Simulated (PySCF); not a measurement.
# Radial density of As (arsenic, neutral)

UHF, [Ar] 3d10 4s2 4p2 4d1, one real determinant (an excited configuration). Calculation: PySCF 2.14, in aug-cc-pVDZ-PP with ECP10MDF (5s4p3d, 32 functions); scalar relativity through the core potential. This is the valence pseudo-density: the core potential removes the inner electrons and smooths the orbitals near the nucleus.

| r (bohr) | 4πr²ρ (e/bohr) | 4πr²(ρα − ρβ) |
| --- | --- | --- |
| 0.000667 | 1.156e-05 | 0.0000 |
| 0.00112 | 3.266e-05 | 0.0000 |
| 0.00189 | 9.201e-05 | 0.0000 |
| 0.00317 | 0.0002572 | 0.0000 |
| 0.00534 | 0.0007041 | 0.0000 |
| 0.00898 | 0.001822 | 0.0000 |
| 0.0151 | 0.004141 | 0.0000 |
| 0.0254 | 0.007837 | 0.0000 |
| 0.0427 | 0.01763 | 0.0000 |
| 0.0719 | 0.1041 | 0.0000 |
| 0.121 | 0.9185 | 0.0002 |
| 0.203 | 5.587 | 0.0098 |
| 0.342 | 21.20 | 0.0971 |
| 0.575 | 29.01 | 0.0820 |
| 0.968 | 9.268 | 0.0961 |
| 1.63 | 2.817 | 0.9020 |
| 2.74 | 1.365 | 0.9322 |
| 4.61 | 0.3659 | 0.3492 |
| 7.75 | 0.002820 | 0.0028 |

⟨L²⟩ = 8.01 against 12 for a pure F term, so this real determinant mixes terms. Energies and moments cover only the electrons outside the core potential. The outer electron is Rydberg-like, and this basis confines it to a smaller radius and binds it less than a complete one would. At UHF the highest occupied level has a positive energy, so only the finite basis holds that electron; for this excited configuration the basis is too tight for the outer shell.
